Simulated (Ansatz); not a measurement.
A nudged elastic band was laid between two geometries of BClH2OS (6 atoms, charge 0, multiplicity 1).

Method: RKS PBE-D4/6-31G* in Ansatz.

| Quantity | Value |
| --- | --- |
| movable images | 7 |
| climbing image | yes |
| spring | 5.0 eV/Å² |
| optimiser | quadratic models (default) |
| start path | IDPP |
| force threshold | 0.05 eV/Å |
| iteration limit | 58 |
| end points | relaxed |

First end point:

```xyz
6
Properties=species:S:1:pos:R:3
O -0.152 -0.435 1.740
S -1.055 -0.240 0.299
B 0.144 0.471 -0.819
Cl -0.409 0.905 -2.437
H 0.192 -1.355 1.703
H 1.280 0.653 -0.485
```

Last end point:

```xyz
6
Properties=species:S:1:pos:R:3
O -1.097 -1.336 0.434
S 0.196 -0.449 1.106
B 0.833 0.577 -0.201
Cl 0.126 0.678 -1.806
H -1.849 -0.705 0.366
H 1.791 1.236 0.100
```

Problem. Which bonds break or form, and what moves?

Solution. No bond is made or broken. The dihedral O1–S2–B3–H6 goes from 2 to -177°.

Problem. Give the energies along the band, and the barrier.

Solution. The run converged. The highest image is number 4 of 0 to 8, 0.76 eV above the first end and 0.80 eV above the last; the last end lies 0.04 eV below the first. The profile has 2 maxima (images 2, 4) with wells between them (image 3): this band takes more than one step, which may be the mechanism or a detour left from its start path. A vibrational analysis at the climbing image gives one clearly imaginary mode, 276i cm⁻¹: a first-order saddle point.

```csv
image,path coordinate (Å),energy (eV),dihedral O1–S2–B3–H6 (°)
0,0.00,0.00,2
1,0.84,0.27,-30
2,1.67,0.68,-60
3,2.51,0.41,-96
4,3.35,0.76,-103
5,3.87,0.55,-124
6,4.39,0.12,-153
7,4.92,-0.04,177
8,5.44,-0.04,-177
```

Problem. What is the geometry of the highest image?

Solution. 
```xyz
6
Properties=species:S:1:pos:R:3:forces:R:3
O 0.004 -0.992 1.095 0.00 0.00 0.00
S -1.037 0.420 0.951 0.00 0.00 0.00
B 0.203 0.773 -0.380 0.00 0.00 0.00
Cl 0.144 -0.112 -1.914 0.00 0.00 0.00
H -0.396 -1.661 0.491 0.00 0.00 0.00
H 1.083 1.574 -0.243 0.00 0.00 0.00
```

The band took 17 iterations and of the order of 4 core-minutes.

The run took 3.6 min on 1 thread of Arm Neoverse V2, on a shared host, peak memory 0.12 GiB.
